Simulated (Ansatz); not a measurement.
Consider the redistribution: `FB[SiH3]` + `OCCN[SiH3]` → `OCCBF` + `[SiH3]N[SiH3]`.

Computed with Ansatz on PBE0-D4/def2-TZVP structures; ΔE is electronic, products minus reactants. CCSD(T)/CBS is the MP2 limit (def2-TZVPP, def2-QZVPP) plus CCSD(T) − MP2 in def2-TZVPP, frozen cores. This one scheme is used for every species. Functionals use def2-TZVPP. Each species was taken in one conformer, which may not be the lowest.

Task: Is it downhill or uphill in electronic energy at CCSD(T)/CBS, and by how much? (An estimate is asked.)

Result: The calculation gave: Downhill: ΔE = -1.68 eV.

Task: What do these levels give: PBE-D4, PBE0-D4, B2PLYP, HF/def2-TZVPP, MP2/def2-QZVPP, SCS-MP2/def2-QZVPP? (An estimate is asked.)

Result: The calculation gave: PBE-D4 -1.48, PBE0-D4 -1.57, B2PLYP -1.67, HF/def2-TZVPP -1.75, MP2/def2-QZVPP -1.78, SCS-MP2/def2-QZVPP -1.75 eV.

Largest T1 diagnostic among the species: 0.014.

From PBE to PBE0 (25 % exact exchange), in def2-TZVPP and without D4, ΔE moves by −0.09 eV.
